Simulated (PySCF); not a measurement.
CH6ClNOSi2, SMILES O[Si@@]1(Cl)CN[SiH2]1.

The structure is a stationary point at PBE0-D3(BJ)/def2-SVP. The structure was generated by enumeration; whether it is a known compound was not checked. Other conformers were not sampled.

Two levels are set side by side: TDA-PBE/def2-SVPD (PySCF) and TDA-ωB97X/def2-SVPD (PySCF). Vertical, same geometry. The lowest singlet is HOMO→LUMO 96 % with PBE and HOMO→LUMO 63 %, HOMO→LUMO+1 31 % with the other functional; states are paired by order. Differences are taken from unrounded values.

```
quantity                               TDA-ωB97X  TDA-PBE  TDA-PBE minus TDA-ωB97X
-------------------------------------  ---------  -------  -----------------------
lowest singlet excitation (eV)              5.79     4.62                    -1.17
lowest triplet excitation (TDA) (eV)        5.48     4.35                    -1.13
first bright state (f over 0.05) (eV)       7.12     5.74                    -1.38
its oscillator strength                     0.31     0.08                    -0.23
```

Functionals without exact exchange tend to place singlet excitations lower, as here. Differences between two approximate levels are no errors against the true value.

Rough cost on one machine, each run with all the roots and properties that it gave: TDA-ωB97X against TDA-PBE about 4 times.
